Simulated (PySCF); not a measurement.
# Radial density of Nd⁴⁴⁺ (neodymium, charge +44)

UHF, [Ne] 3s2 3p4, high-spin 3P determinant. Computed with PySCF 2.14 in an even-tempered Gaussian basis (18 s from 8.4 bohr⁻², ratio 2.5; 12 p from 11 bohr⁻², ratio 2.5; 4 d from 48 bohr⁻², ratio 2.7; 4 f from 71 bohr⁻², ratio 2.7), with scalar relativity by spin-free X2C-1e.

```csv
r (bohr),4πr²ρ (e/bohr),4πr²(ρα − ρβ)
0.0197,77.29,0.9209
0.0332,67.40,2.7232
0.0559,89.69,3.9005
0.0940,77.02,0.3731
0.158,31.72,5.3335
0.266,27.86,8.9167
0.447,2.032,0.6683
0.752,0.003943,0.0010
```

Densities and radii are taken from the X2C orbitals without a picture-change correction, which distorts them close to the nucleus.

Spin-orbit coupling is strong in this species (close to jj coupling), so the high-spin LS determinant is a model state, not a physical level.
